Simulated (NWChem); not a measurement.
# GeHBr, singlet; SMILES [GeH][Br]

```xyz
3

Ge     0.0043    -1.2001     0.0000
H     -1.5942    -1.2896     0.0000
Br     0.0190     1.1415     0.0000
```
Atoms are numbered in this order, from 1.

Computed with NWChem. Low-valent species are run as closed-shell singlets; no triplet was tried in these runs. The geometry was optimised at PBE0/def2-SVP. GIAO values for the isolated, static molecule; σ is the absolute isotropic shielding, δ = σ(reference) − σ with the isolated reference molecule computed at the same levels (1H: tetramethylsilane). Spin-orbit effects, on the heavy nuclei and on their neighbours, are missing.

For level PBE0/x2c-SVPall-s, scalar ZORA without spin-orbit coupling:

```
Quantity      Value
-----------  ------
σ Ge1 (ppm)   -18.5
δ H2 (ppm)    11.56
σ Br3 (ppm)  1218.5
```

Problem. What are these values for level PBE/x2c-SVPall-s, scalar ZORA without spin-orbit coupling?

Solution. 
- σ Ge1 (ppm) = -99.4
- δ H2 (ppm) = 11.86
- σ Br3 (ppm) = 909.7
